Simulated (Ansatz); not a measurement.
Z-matrix (Å, degrees):
```
Ge
Cl 1 2.152
Br 1 2.306 2 108.7
H 1 1.555 2 106.8 3 -116.0
```

Charge 0, multiplicity 2.

(1) List the PBE/def2-TZVPP orbital energies in eV (the Gaussian-basis code of Ansatz). (Estimate.)

Results:

(1) Ansatz gave: α occupied: -13089.28, -10806.11, -2739.28, -1682.40, -1516.78, -1516.71, -1516.70, -1339.38, -1192.83, -1192.81, -1192.78, -249.83, -229.19, -190.54, -190.37, -190.34, -171.37, -171.16, -171.13, -163.97, -115.45, -115.43, -115.33, -68.03, -67.98, -67.96, -67.80, -67.80, -31.28, -31.24, -31.18, -31.16, -31.15, -20.72, -19.58, -13.77, -9.96, -9.71, -8.69, -8.02, -7.75, -7.52, -5.84. α empty: -1.78, -1.13, -0.02, 2.98, 3.58, 3.72, 3.73, 4.27. β occupied: -13089.27, -10806.09, -2739.26, -1682.40, -1516.77, -1516.70, -1516.70, -1339.37, -1192.81, -1192.80, -1192.76, -249.81, -229.18, -190.51, -190.34, -190.33, -171.35, -171.14, -171.12, -163.93, -115.41, -115.39, -115.29, -68.01, -67.96, -67.94, -67.79, -67.79, -31.22, -31.18, -31.09, -31.09, -31.07, -20.60, -19.46, -13.41, -9.73, -9.50, -8.46, -7.91, -7.61, -7.46. β empty: -4.75, -1.52, -0.78, 0.46, 3.33, 3.87, 3.93, 4.07. ⟨S²⟩ = 0.752.
